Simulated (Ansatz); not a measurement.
C₂H₅ClGeO (`[CH3][GeH]([Cl])[CH]=O`), relaxed with RKS PBE-D4/def2-SVP in the Gaussian-basis code of Ansatz from a rough embedded geometry. The force threshold is 0.03 eV/Å; the program also tests the step.

The species carries charge 0 and has multiplicity 1.

Start:

```xyz
10

C     1.103    0.631    0.777
Ge   -0.163    0.294   -0.623
Cl    0.955   -0.219   -2.374
C    -1.345   -1.198   -0.220
O    -2.036   -1.087    0.826
H     0.488    0.883    1.755
H     1.668   -0.295    1.000
H     1.729    1.437    0.537
H    -1.042    1.594   -0.903
H    -1.358   -2.040   -0.774
```

| step | energy (eV) | largest force (eV/Å) | largest move (Å) |
| --- | --- | --- | --- |
| 1 | -73210.8450 | 6.086 | 0.000 |
| 2 | -73211.1722 | 2.697 | 0.194 |
| 3 | -73211.1904 | 3.282 | 0.195 |
| 4 | -73211.2777 | 1.996 | 0.200 |
| 5 | -73211.4006 | 0.496 | 0.122 |
| 6 | -73211.4090 | 0.446 | 0.027 |
| 7 | -73211.4145 | 0.557 | 0.054 |
| 8 | -73211.4188 | 0.049 | 0.024 |
| 9 | -73211.4190 | 0.042 | 0.009 |
| 10 | -73211.4192 | 0.058 | 0.017 |
| 11 | -73211.4193 | 0.030 | 0.009 |

End:

```xyz
10

C     1.096    0.649    0.837
Ge   -0.149    0.324   -0.637
Cl    0.960   -0.299   -2.425
C    -1.402   -1.188   -0.155
O    -2.019   -1.136    0.888
H     0.512    0.764    1.772
H     1.786   -0.209    0.941
H     1.681    1.570    0.654
H    -0.968    1.591   -1.009
H    -1.496   -2.066   -0.867
```

Run time 13 s (4 threads of an Arm Neoverse V2 on a shared host); peak host memory 0.18 GiB.
